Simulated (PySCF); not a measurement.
## Electron correlation in Si (silicon, neutral)

[Ne] 3s1 3p3, high-spin 5S determinant (an excited configuration). All numbers are calculated (PySCF 2.14, the non-relativistic Hamiltonian (point nucleus), in def2-QZVPPD (10s6p5d2f1g, 76 functions)). Frozen: 1s2; 12 electrons correlated.

| level | correlation energy (mhartree) |
| --- | --- |
| CCSD | -205.49 |
| (T) | -1.98 |
| CCSD(T) | -207.47 |

Diagnostics: T1 = 0.0032, D1 = 0.0095, largest double amplitude 0.044.

Cost of the coupled-cluster step: roughly 40 core-seconds, for 12 correlated electrons.

This basis was not built for core-valence correlation, so the inner-shell part is incomplete.
